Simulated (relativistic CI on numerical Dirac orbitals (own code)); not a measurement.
## Te XLII: sensitivity of the levels to the model

Base calculation: Dirac-Coulomb-Breit CI, separate exchange-only KLI orbitals for each configuration, model QED, unscaled Slater integrals.

CI space (outside the closed core [Ne]): 3s, 3p, 3d, 4s, 4p, 4d, 4f, 5s, 5p, 5d, 5f, 5g, 6s, 6p, 6d. Levels of other configurations are missing.

Variants: (1) valence Slater integrals scaled by 0.9; (2) QED terms removed; (3) one mean potential for all configurations. Shifts of the energy above 3s 2S_1/2, in eV, for the lowest level and the first level of each name with at least 55 % of one term (blank where a level changes its place among those of its configuration and J or its character, or is not in the variant):

| Level | Base | Δ(1) | Δ(2) | Δ(3) |
| --- | --- | --- | --- | --- |
| 3s 2S_1/2 | 0.00 | 0.00 | 0.00 | 0.00 |
| 3p 2P°_1/2 | 94.97 | 0.00 | +1.34 | +0.07 |
| 3p 2P°_3/2 | 167.23 | 0.00 | +1.22 | +0.07 |
| 3d 2D_3/2 | 288.15 | 0.00 | +1.38 | +0.04 |
| 3d 2D_5/2 | 304.15 | 0.00 | +1.34 | +0.04 |
| 4s 2S_1/2 | 1386.94 | 0.00 | +0.79 | -0.04 |
| 4p 2P°_1/2 | 1426.17 | 0.00 | +1.33 | -0.02 |
| 4p 2P°_3/2 | 1455.52 | 0.00 | +1.28 | -0.02 |
| 4d 2D_3/2 | 1501.23 | 0.00 | +1.35 | -0.04 |
| 4d 2D_5/2 | 1508.19 | 0.00 | +1.33 | -0.03 |
| 4f 2F°_5/2 | 1532.28 | 0.00 | +1.34 | -0.06 |
| 4f 2F°_7/2 | 1535.24 | 0.00 | +1.33 | -0.06 |
| 5s 2S_1/2 | 2002.49 | 0.00 | +1.06 | -0.04 |
| 5p 2P°_1/2 | 2022.22 | 0.00 | +1.33 | -0.02 |
| 5p 2P°_3/2 | 2036.95 | 0.00 | +1.31 | -0.02 |
| 5d 2D_3/2 | 2059.29 | 0.00 | +1.34 | -0.02 |
| 5d 2D_5/2 | 2062.89 | 0.00 | +1.33 | -0.03 |
| 5f 2F°_5/2 | 2074.80 | 0.00 | +1.33 | -0.06 |
| 5f 2F°_7/2 | 2076.32 | 0.00 | +1.33 | -0.06 |
| 5g 2G_7/2 | 2077.89 | 0.00 | +1.33 | -0.04 |
| 5g 2G_9/2 | 2078.80 | 0.00 | +1.33 | -0.04 |
| 6s 2S_1/2 | 2328.69 | 0.00 | +1.18 | -0.03 |

At this charge energies of transitions that change n are usually good to better than 1 %, and those within a shell (Δn = 0) to a few per cent.

Ionisation energy from the two ground configurations alone: base 3039.75 eV; QED terms removed 3041.09 eV. The NIST ASD value (semi-empirical) is 3041 eV.
